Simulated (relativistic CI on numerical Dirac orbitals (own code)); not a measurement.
# Sc³⁺ in a cubic cluster: 2p photoemission with charge transfer

Computed with a charge-transfer multiplet model of a cubic metal-ligand cluster with up to 2 ligand holes, Slater and spin-orbit integrals from Dirac-Coulomb-Breit ions, Slater integrals scaled by 0.8. The ground state mixes d0 with configurations of k ligand holes L, whose averages lie at kΔ + k(k − 1)U_dd/2; a core hole lowers each added d electron by U_cd. 300 K, Lorentzian 0.6 eV and Gaussian 0.8 eV FWHM.

Atomic integrals in eV (Slater integrals scaled, ζ unscaled), ground: F2dd 4.710, F4dd 2.885, zeta_d 0.005; with the core hole: F2dd 4.710, F4dd 2.885, zeta_d 0.020, zeta_core 3.003, F2cd 4.113, G1cd 2.955, G3cd 1.675. Where a configuration has fewer than two d electrons, the dd integrals are those of d2.

Cluster parameters (eV): Δ = 3.6, U_dd = 5.2, 10Dq = 0.95, 10Dq(ligand) = 0.7, V(eg) = 1.3, V(t2g) = -0.61, final-state hopping factor = 0.9.

| Case | n_d | d0 | d1L | d2L2 | S |
| --- | --- | --- | --- | --- | --- |
| U_cd = 6 eV | 0.34 | 0.69 | 0.29 | 0.02 | 0.00 |
| U_cd = 6.6 eV | 0.34 | 0.69 | 0.29 | 0.02 | 0.00 |
| U_cd = 7.8 eV | 0.34 | 0.69 | 0.29 | 0.02 | 0.00 |

Weights, n_d and S are thermal averages at 300 K. Binding energies count from the first peak over 30 % of the highest in each spectrum, which can be another peak from case to case. The parameters are a model scan and need not match a compound or its usual spin state. Peaks in eV (height, largest 100):
- U_cd = 6 eV: 0.0 (100), 5.0 (60), 10.6 (22)
- U_cd = 6.6 eV: 0.0 (100), 4.9 (60), 6.1 (52), 10.9 (25)
- U_cd = 7.8 eV: 0.0 (100), 4.9 (60), 6.4 (53), 10.2 (38), 14.7 (15)

A d0 ion has no d-d gap: its lowest excitations are ligand-to-metal charge transfer. With the core hole the configuration with one ligand hole lies at Δ − U_cd = -2.4, -3.0, -4.2 eV from the one without, in the order of the table; where this is negative the screened configuration lies lower, though the effective hopping of about 2.6 eV (from the holes of the mixed ground state) mixes the two strongly wherever it is as large as the gap.
